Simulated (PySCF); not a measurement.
CH3NO3Si (SMILES O=C=N[SiH](O)O), singlet, geometry from GFN2-xTB, atoms displaced at random by about 0.03 Å a coordinate. Base run: TPSS/6-31G, gradient (PySCF).

Here is a job for PySCF.
```python
from pyscf import gto, scf, dft

mol = gto.Mole()
mol.atom = '''
    Si   -0.883231    0.036014    0.344404
    O    -1.569359   -1.113660   -0.493156
    O    -1.592396    1.394397   -0.042230
    N     0.776676    0.176933   -0.005868
    C     1.948619   -0.162863   -0.056491
    O     3.035617   -0.465890   -0.233861
    H    -0.985425   -0.415275    1.746855
    H    -1.896999   -0.956243   -1.365303
    H    -1.274873    2.208044    0.255198
'''
mol.basis = '6-31g'
mol.charge = 0
mol.spin = 0
mol.verbose = 4
mol.build()

mf = dft.RKS(mol)
mf.xc = 'tpss'
mf.kernel()
g = mf.nuc_grad_method()
grad = g.kernel()
```

The coordinate followed is z of atom 1.

Each row names what was changed in the base input (with any setting that the change needs).

```json
[
 {"change": "base", "dE/dx (Eh/bohr)": "-0.080465", "net force (Eh/bohr)": "0.000048"},
 {"change": "finite difference step (bohr) = 1e-5; conv_tol = 1e-11", "dE/dx (Eh/bohr)": "-0.080487", "net force (Eh/bohr)": "-"},
 {"change": "conv_tol = 1e-4", "dE/dx (Eh/bohr)": "-0.080968", "net force (Eh/bohr)": "0.000048"},
 {"change": "conv_tol = 1e-11", "dE/dx (Eh/bohr)": "-0.080465", "net force (Eh/bohr)": "0.000048"},
 {"change": "finite difference step (bohr) = 0.05; conv_tol = 1e-11", "dE/dx (Eh/bohr)": "-0.080297", "net force (Eh/bohr)": "-"},
 {"change": "grids.level = 1; grid_response = off", "dE/dx (Eh/bohr)": "-0.080364", "net force (Eh/bohr)": "0.000686"},
 {"change": "grids.level = 5; grid_response = off", "dE/dx (Eh/bohr)": "-0.080469", "net force (Eh/bohr)": "0.000014"},
 {"change": "grids.level = 0; grid_response = on", "dE/dx (Eh/bohr)": "(withheld)", "net force (Eh/bohr)": "0.000000"},
 {"change": "grids.level = 1; grid_response = on", "dE/dx (Eh/bohr)": "-0.080185", "net force (Eh/bohr)": "0.000000"},
 {"change": "grids.level = 0; grid_response = off", "dE/dx (Eh/bohr)": "-0.080386", "net force (Eh/bohr)": "0.018449"},
 {"change": "finite difference step (bohr) = 0.2; conv_tol = 1e-11", "dE/dx (Eh/bohr)": "(withheld)", "net force (Eh/bohr)": "-"},
 {"change": "grid_response = on", "dE/dx (Eh/bohr)": "-0.080487", "net force (Eh/bohr)": "0.000000"}
]
```

Some entries are withheld; supply them.


- grids.level = 0; grid_response = on, dE/dx (Eh/bohr): -0.088541
- finite difference step (bohr) = 0.2; conv_tol = 1e-11, dE/dx (Eh/bohr): -0.077432

The net force is zero for an exact gradient.
